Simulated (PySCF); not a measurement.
C₃H₈GeSi, SMILES CC1=[CH][GeH2][SiH2]1. Geometry: PBE0-D3(BJ)/def2-SVP. The structure was generated by enumeration, and PubChem lists no compound with its InChIKey, so it may never have been made.

Computed equilibrium geometry at PBE0-D3(BJ)/def2-SVP (PySCF confirms it by a frequency run) as Cartesian coordinates in Å, and its point group:
point group Cs.
```xyz
13

C     -0.5810    -2.8416     0.0000
C     -0.2908    -1.3764     0.0000
C     -1.2116    -0.3797     0.0000
Ge    -0.1976     1.3004     0.0000
Si     1.3828    -0.4763     0.0000
H     -0.1353    -3.3297     0.8827
H     -0.1353    -3.3297    -0.8827
H     -1.6626    -3.0481     0.0000
H     -2.2948    -0.5687     0.0000
H     -0.3865     2.1781     1.2528
H     -0.3865     2.1781    -1.2528
H      2.2338    -0.7193    -1.2087
H      2.2338    -0.7193     1.2087
```
Charge 0, spin multiplicity 1.
